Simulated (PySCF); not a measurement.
## Computed vibrations of [Ce(H2S)3]3+

[Ce(H2S)3]3+ (singlet in the valence; each metal's 4f electrons, 1 of them, lie in its core potential, out of spins and levels). PySCF 2.14.0, RKS PBE0, Ce lcecp-1-SVP with ECP47, S def2-SVP, H def2-SVP; non-relativistic Hamiltonian with scalar-relativistic core potentials where named; density fitting; no spin-orbit coupling. Central differences of gradients.

```xyz
10

Ce    0.0000    0.0000    0.0000
S     2.9846    0.0458    0.0000
H     3.4273   -0.7544    1.0137
H     3.4273   -0.7544   -1.0137
S    -1.5319    2.5618    0.0000
H    -1.0603    3.3454    1.0137
H    -1.0603    3.3454   -1.0137
S    -1.4526   -2.6076    0.0000
H    -2.3670   -2.5909    1.0137
H    -2.3670   -2.5909   -1.0137
```

Run from Python with OMP_NUM_THREADS=2. Where DIIS fails, smearing, a level shift and second-order steps follow.
It took 83 s on 2 threads of Arm Neoverse V1, on a shared host.

Problem. What are the harmonic wavenumbers and infrared intensities?

Solution. Modes are labelled in C3h; negative numbers are unstable modes, those under 60 cm⁻¹ near the noise; a finer grid moves soft modes by up to 10 cm⁻¹.
| cm⁻¹ | km/mol | symmetry |
| --- | --- | --- |
| -80 | – | e'' |
| -80 | – | e'' |
| -78 | – | a'' |
| -25 | – | a'' |
| 40 | 1.7 | e' |
| 40 | 1.7 | e' |
| 185 | 0.0 | a' |
| 210 | 20.2 | e' |
| 210 | 20.2 | e' |
| 421 | 0.0 | a' |
| 430 | 74.7 | e' |
| 430 | 74.7 | e' |
| 496 | 0.0 | e'' |
| 496 | 0.0 | e'' |
| 496 | 0.2 | a'' |
| 1139 | 17.4 | e' |
| 1139 | 17.4 | e' |
| 1140 | 0.0 | a' |
| 2607 | 341.7 | e' |
| 2607 | 341.7 | e' |
| 2612 | 0.0 | a' |
| 2630 | 0.0 | e'' |
| 2630 | 0.0 | e'' |
| 2630 | 395.7 | a'' |

Problem. Is this a minimum?

Solution. No: 4 unstable; the lowest moves the atoms so:
```
Ce   0.00  0.00  0.00
S    0.00  0.00 -0.02
H    0.00  0.14  0.09
H    0.00 -0.14  0.09
S    0.00  0.00 -0.01
H   -0.27 -0.15  0.24
H    0.27  0.15  0.24
S    0.00  0.00  0.03
H   -0.39  0.23 -0.33
H    0.39 -0.23 -0.33
```

An lcecp potential fixes the number of 4f electrons, so in runs with it no electron can move into or out of that shell.
